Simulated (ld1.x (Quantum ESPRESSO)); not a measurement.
# What one change does to a pseudopotential (zinc (Zn), TM)

```
Element                 : Zn
Generator               : ld1.x (Quantum ESPRESSO) 7.5
Type                    : norm-conserving Troullier–Martins (Kleinman–Bylander form)
Functional              : LDA (PZ)
Relativity              : scalar-relativistic
Frozen core             : [Ar]
Valence charge          : 12
Reference configuration : 3d10 4s2 4p0
Partial waves           : 4s (bound): rc 1.60 bohr; 3d (bound): rc 1.05 bohr; 4p (bound, empty): rc 1.90 bohr
Local potential         : the p channel
Core correction         : a·sin(br)/r model core, default radius (core density twice the valence density)
```

Change: wave 3d (bound): rc 1.05 bohr becomes 3d (bound): rc 1.54 bohr.

Cutoffs: the cutoffs (Ry, on a coarse ladder) from which the occupation-weighted sum of valence levels, in a spherical-Bessel basis at the reference potential, stays within 10 and 1 mRy of its value at 400 Ry; they do not see the model core or the augmentation charge, which bear on the density cutoff. Errors are all-electron minus pseudo energies relative to the spin-unpolarised reference configuration.

Task: Predict the effect on cutoff, ghosts and configuration errors.

Result: Both files keep a bound ghost (s); of the 8 tests that both files solve, the error grows in 0 and shrinks in 7 by more than 15 % and 0.3 meV (median size 31.1 → 19.7 meV). That the errors move this way runs against the usual rule that smaller radii transfer better.

```csv
quantity,base,changed
"cutoff, loose",230 Ry,140 Ry
"cutoff, tight",over 300 Ry,230 Ry
loose cutoff by channel (10 mRy a level),"s 10 Ry, d 180 Ry","s 10 Ry, d 110 Ry"
bound ghosts,s,s
tests with a reliable result,8 of 9,8 of 9
"error for 3d10 4s1 4p0, meV [ΔE 10.19 eV]",-11,-7.6
"error for 3d10 4s0 4p0, meV [ΔE 28.96 eV]",-51,-31
"error for 3d9 4s0 4p0, meV [ΔE 69.85 eV]",-538,-488
"error for 3d10 4s0 4p2, meV [ΔE 10.75 eV]",-7.9,-3.5
"error for 3d8 4s0 4p0, meV [ΔE 132.00 eV]",-2591,-1989
"error for 3d10 4s1 4p1, meV [ΔE 5.18 eV]",-3.1,-1.9
"error for 3d9 4s2 4p0, meV [ΔE 18.21 eV]",-561,-437
"error for 3d10 4s1 4p0 (spin-polarised), meV [ΔE 9.94 eV]",-11,-8.0
s: phases at 2.05 bohr within 0.05 rad from the reference energy up to (Ry; the scan ends near 5),4.1,4.1
p: phases at 2.05 bohr within 0.05 rad from the reference energy up to (Ry; the scan ends near 5),4.1,4.1
d: phases at 2.05 bohr within 0.05 rad from the reference energy up to (Ry; the scan ends near 5),0.4,0.4
```

 A true bound ghost makes a file unfit for plane-wave use even where its test errors are small: the radial tests pick states by their node count and pass the ghost by.
